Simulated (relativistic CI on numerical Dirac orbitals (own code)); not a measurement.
Tm: what numerical and physical settings do to a radial Dirac CI calculation

Reference input:

```
atom Tm  Z=69  charge=0  electrons=69
nucleus A=169  rms_radius_fm=5.2256
hamiltonian dirac-coulomb  breit=on  qed=on  c_scale=1
orbitals kli  potential=per-configuration
slater_scale 1
correlation none
mixing on
grid step=0.0125 r_max=259.4
scf mixing=0.4 start=green max_iterations=150 tolerance=2e-08 node_fill=0.05
configurations
  [Xe] 4f13 6s2
  [Xe] 4f12 5d 6s2
end
```

Computed lowest total energy -13551.79898 Ha, first excitation 2255.5 cm⁻¹, 38 SCF steps. Runs with settings changed; * marks those that are bad on purpose:

| Changed | Outcome | Lowest level | ΔE (Ha) | First excitation (cm⁻¹) | SCF steps | Message |
| --- | --- | --- | --- | --- | --- | --- |
| nuclear radius 6.7933 fm | converged | 4f¹²5d ⁴F9/2 | 0.818 | 2255.7 | 38 |  |
| Breit term off | converged | 4f¹²5d ⁴F9/2 | -13.5 | 2292.1 | 38 |  |
| SCF mixing 0.05, iteration limit 30, nuclear radius 4.703 fm | not converged |  |  |  | 30 | SCF of 1s2 2s2 2p6 3s2 3p6 3d10 4s2 4p6 4d10 4f13 5s2 5p6 6s2 did not converge |
| start potential bare | converged | 4f¹²5d ⁴F9/2 | -1.46e-09 | 2255.5 | 70 |  |
| iteration limit 4 * | not converged |  |  |  | 4 | SCF of 1s2 2s2 2p6 3s2 3p6 3d10 4s2 4p6 4d10 4f13 5s2 5p6 6s2 did not converge |
| SCF tolerance 1e-14 * | converged | 4f¹²5d ⁴F9/2 | -1.23e-09 | 2255.5 | 153 |  |

With so few configurations and no correlation the model can put configurations in the wrong order; the tabulated ground configuration is [Xe] 4f13 6s2.
